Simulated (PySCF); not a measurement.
CH5O, SMILES C[OH2+], charge +1.

The structure is a stationary point at B3LYP-D3(BJ)/def2-TZVP. The isomer is the one that the SMILES or the coordinates give; other isomers of the formula were not compared.

Two levels are set side by side: PBE/def2-TZVPD (PySCF) and ωB97X/def2-TZVPD (PySCF). Same geometry, gas phase. Differences are taken from unrounded values.

```csv
quantity,ωB97X
orbital gap (eV),15.76
highest occupied level (eV),-19.92
lowest empty level (eV),-4.16
mean polarisability (bohr³),17.3
```

What does PBE give, and how far is it from ωB97X? (The exact figures need the calculation; the answer reports its results.)


```tsv
quantity	PBE	PBE minus ωB97X
orbital gap (eV)	8.17	-7.59
highest occupied level (eV)	-15.66	4.26
lowest empty level (eV)	-7.49	-3.33
mean polarisability (bohr³)	17.8	0.5
```

PBE's occupied levels lie high since its potential decays too fast outside the molecule; exact exchange lowers them and widens the gap. Differences between two approximate levels are no errors against the true value.

Rough cost on one machine, each run with all the roots and properties that it gave: ωB97X against PBE within a factor of 2.
